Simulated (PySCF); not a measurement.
A structure optimised at PBE-D3(BJ)/def2-SVP, used in a PySCF frequency run:

```xyz
9

C      2.1927    -0.0238     0.7630
Se     1.0020    -0.4096    -0.5900
Se    -1.0019     0.6709     0.1567
C     -1.9617    -0.9103     0.8310
H      3.2247     0.2440     0.4883
H      1.8572     0.0345     1.8088
H     -2.9643    -0.5513     1.1374
H     -2.0704    -1.6652     0.0310
H     -1.4378    -1.3405     1.7040
```
Charge 0, spin multiplicity 2.

Task: Write its SMILES and formula.

Result: [CH2][Se][Se]C, C2H5Se2

Task: What are its rotational constants (standard atomic weights)?

Result: 5.7421, 1.4162, 1.3675 GHz
